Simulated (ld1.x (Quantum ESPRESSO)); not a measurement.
The numbers below are computed, except where a source is named.
## Pseudopotentials across the periodic table

Generated with ld1.x 7.5 (TM, RRKJ, ultrasoft, PAW), atompaw 4.2 or ONCVPSP 4.0.1. The cutoff is in Ry: for ld1.x and atompaw files where the sum of valence levels is converged to 10 mRy in a Bessel basis, for ONCV files where the hardest occupied wave has 1 mHa per electron of residual kinetic energy. The error is the largest all-electron minus pseudo excitation energy over each file’s own four to seven test configurations (ionisations up to +4, promotions, holes and added fractions of an electron), all of which were solved. The labels leave out finer settings (local radius, basis sizes, second energies), which also bear on the numbers. Spin-polarised tests are not counted. The rows are a selection from randomly drawn settings: files with unsolved tests, undetermined cutoffs or missed reference levels are left out.

A true bound ghost makes a file unfit for plane-wave use even where its test errors are small: the radial tests pick states by their node count and pass the ghost by.

| element | potential | cutoff (Ry) | largest error (meV) | bound ghosts |
| --- | --- | --- | --- | --- |
| Mg | ultrasoft, PBE, scalar-relativistic, rc 2.30/2.95 (sp), local smoothed, core correction yes, reference 3s2 3p0 | 6 | -9.1 | none |
| In | TM semilocal, PBE, scalar-relativistic, rc 1.70/2.90 (sp), local p, core correction yes, reference 5s1.5 5p1.5 | 25 | -152 | none |
| Hg | RRKJ, PBEsol, scalar-relativistic, rc 2.15/2.35/1.95 (spd), local p, core correction yes, reference 5d10 6s1.5 6p0.5 | 40 | -819 | none |

**Question.** Fill in the row for Mo: TM, PBE, scalar-relativistic, rc 1.45/2.10/1.12/2.00 (spdf), local p, core correction yes, reference 4s2 4p6 4d5 5s0 5p0.

**Answer.** cutoff 110 Ry, largest error +228 meV, bound ghosts: none.

**Question.** Fill in the row for Ni: PAW, PBE, scalar-relativistic, rc 2.10/2.45/1.45 (spd), local smoothed, core correction yes, reference 3d8 4s2 4p0.

**Answer.** cutoff 50 Ry, largest error -1237 meV, bound ghosts: s.
